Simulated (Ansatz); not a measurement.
Species, as SMILES: [GaH] (GaH) (closed-shell singlet).
Atoms: Ga1, H2. Bonds: Ga1-H2.

Basis-set convergence of the highest harmonic wavenumber at PBE with Ansatz (a quantum-chemistry and plane-wave program). Each level at its own minimum, finite differences of forces, unscaled; the reference is a large set that could be run, not a limit. Cartesian d functions, on some or all atoms, in 3-21G, 6-31G*; all else is spherical. The program fits the integrals of some runs and decomposes those of others, by size. No added dispersion term, no relativity. Reference: the value in def2-QZVPPD, 1521 cm⁻¹, itself unsure by roughly 2 cm⁻¹ (its mean distance from pcseg-3, def2-QZVPP, cc-pVQZ). Deviations are taken from unrounded values.

| basis | functions | highest harmonic wavenumber (cm⁻¹) | minus reference (cm⁻¹) |
|---|---|---|---|
| pcseg-0 | 24 | 1400 | -122 |
| 3-21G | 25 | 1480 | -42 |
| 6-31G* | 37 | 1494 | -27 |
| aug-cc-pVDZ | 45 | 1509 | -12 |
| def2-SVPD | 46 | 1535 | 14 |
| 6-311G** | 50 | 1524 | 3 |
| cc-pVTZ | 57 | 1529 | 8 |
| pcseg-2 | 57 | 1513 | -8 |
| def2-TZVPP | 62 | 1525 | 3 |
| def2-TZVPD | 63 | 1533 | 12 |
| aug-pcseg-2 | 82 | 1519 | -2 |
| def2-QZVP | 105 | 1521 | 0 |
| def2-QZVPP | 119 | 1522 | 1 |
